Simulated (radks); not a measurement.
Results of a calculation; reference values are marked as such.
Fractional charge and spin in the 1s shell of beryllium: the spin-up occupation runs from 0 to 1 and the spin-down occupation from 0 to 1; the fullest corner is Be2+, 1s(up 1, down 1). Level of theory: non-relativistic Kohn-Sham, PBE, spin-polarised, spherical densities, point nucleus (a radial shooting solver on a logarithmic mesh with Libxc functionals). Energy (eV) above the fullest corner. The planes named below are the two flat planes that join the four corners, with an edge along up + down = one added electron.

down \ up,0,0.25,0.5,0.75,1
0,370.607,312.453,256.324,203.242,153.440
0.25,312.453,258.535,206.584,157.582,111.746
0.5,256.324,206.584,158.746,113.751,71.807
0.75,203.242,157.582,113.751,72.657,34.496
1,153.440,111.746,71.807,34.496,0.000

Corners above the fullest one (they belong to Be3+ and the next ion): (up 1, down 0) 153.44 eV, (up 0, down 1) 153.44 eV, (up 0, down 0) 370.61 eV. With half an added electron in each spin the energy lies 5.306 eV from the planes (fractional-spin error, the static-correlation error of a stretched bond), and with half an added electron in spin up alone -5.700 eV (fractional-charge error). For a frontier s shell over closed shells the exact functional lies on the planes.
